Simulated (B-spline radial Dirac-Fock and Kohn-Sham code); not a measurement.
**How core holes in Te⁵⁺ decay**

System: tellurium as Te⁵⁺, [Kr] 4d10 5s1.

The run's input, task.json:

```json
{"items": [{
  "Z": 52,
  "q": 5,
  "cfg": [[1, 0, 2], [2, 0, 2], [2, 1, 6], [3, 0, 2], [3, 1, 6], [3, 2, 10], [4, 0, 2], [4, 1, 6], [4, 2, 10], [5, 0, 1]],
  "A": 130,
  "rrms": 4.7423,
  "do": ["binding", "quiet", "decay"],
  "holes": ["K", "L1", "L2", "L3", "M1", "M2", "M3", "M4", "M5", "N1", "N2", "N3", "N4", "N5"]
}]}
```

Launch: `python xray_run.py task.json out`

Method: independent-particle radiative and Coulomb Auger rates from relativistic LDA hole-state orbitals, with Dirac-Fock energies. Computed with a B-spline atomic structure program.

Partial widths are in eV. Coster-Kronig decay leaves a hole in the same principal shell; its rates are the weakest part of the model, often 1.5 to 2.5 times too large and more for N holes. Holes without an open Auger channel, or with an unreliable SCF state, are not listed.

| hole | radiative | Auger | Coster-Kronig | total | fluorescence yield | lifetime (fs) |
| --- | --- | --- | --- | --- | --- | --- |
| K | 8.44 | 1.20 | 0 | 9.64 | 0.876 | 0.0683 |
| L1 | 0.136 | 1.42 | 1.65 | 3.20 | 0.0423 | 0.205 |
| L2 | 0.227 | 2.15 | 0.456 | 2.83 | 0.0801 | 0.232 |
| L3 | 0.216 | 2.42 | 0 | 2.63 | 0.0819 | 0.250 |
| M1 | 0.00317 | 0.415 | 7.09 | 7.51 | 0.000423 | 0.0877 |
| M2 | 0.00345 | 0.457 | 3.96 | 4.42 | 0.000779 | 0.149 |
| M3 | 0.00338 | 0.479 | 3.88 | 4.37 | 0.000774 | 0.151 |
| M4 | 0.000202 | 0.575 | 0 | 0.575 | 0.000351 | 1.14 |
| M5 | 0.000175 | 0.586 | 0 | 0.586 | 0.000298 | 1.12 |
| N2 | 0.000244 | 0 | 0.309 | 0.310 | 0.000786 | 2.13 |
